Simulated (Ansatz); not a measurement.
`[Se]=C[TeH]` + PH₃ → `P[TeH]` + `C=[Se]` at 700 K and 1 bar (ligand exchange at a Te–C bond).

Computed with Ansatz on PBE0-D4/def2-TZVP structures; ΔE is electronic, products minus reactants. CCSD(T)/CBS is the MP2 limit (def2-TZVPP, def2-QZVPP) plus CCSD(T) − MP2 in def2-TZVPP, frozen cores. This one scheme is used for every species. Elements past krypton have def2 core potentials. For Se, Te outer-core shells are correlated without core-valence functions, which leaves a few kJ/mol of doubt a bond. Scalar relativity is left out up to krypton.

| species | CCSD(T)/CBS energy (Eh) | H − E (kJ/mol) | S (J/(mol·K)) |
| --- | --- | --- | --- |
| `[Se]=C[TeH]` | -2707.64235 | 102.8 | 376.2 |
| PH₃ | -342.72256 | 91.5 | 248.3 |
| `P[TeH]` | -610.46278 | 106.3 | 350.1 |
| `C=[Se]` | -2439.91603 | 93.4 | 283.7 |

H − E and S are ideal-gas, rigid-rotor, harmonic terms from PBE0-D4/def2-TZVP. 1 Eh = 2625.50 kJ/mol, R = 8.31446 J/(mol·K).

Question: By hand: ΔE, ΔH, ΔS and ΔG.

Answer: ΔE = (-610.46278) + (-2439.91603) − (-2707.64235) − (-342.72256) = -0.01390 Eh = -36.5 kJ/mol. Δ(H − E) = 106.3 + 93.4 − 102.8 − 91.5 = 5.4, so ΔH = -31.1 kJ/mol. ΔS = 350.1 + 283.7 − 376.2 − 248.3 = 9.3 J/(mol·K). ΔG = -31.1 − 700 × (9.3)/1000 = -37.6 kJ/mol.

Question: By hand: the equilibrium constant, and the temperature at which ΔG would vanish if ΔH and ΔS stayed fixed.

Answer: log₁₀ K = −ΔG/(RT ln 10) = 2.8. ΔH and −TΔS have one sign here, so there is no such temperature.

The number of gas molecules stays the same, so ΔS is small and ΔH decides. A doubt of 5 kJ/mol in ΔE shifts log₁₀ K by 0.4 here. These are equilibria of isolated gas molecules and say nothing of rates. Largest T1 diagnostic: 0.015 (customary marks: 0.02 for closed shells, 0.045 for open ones).
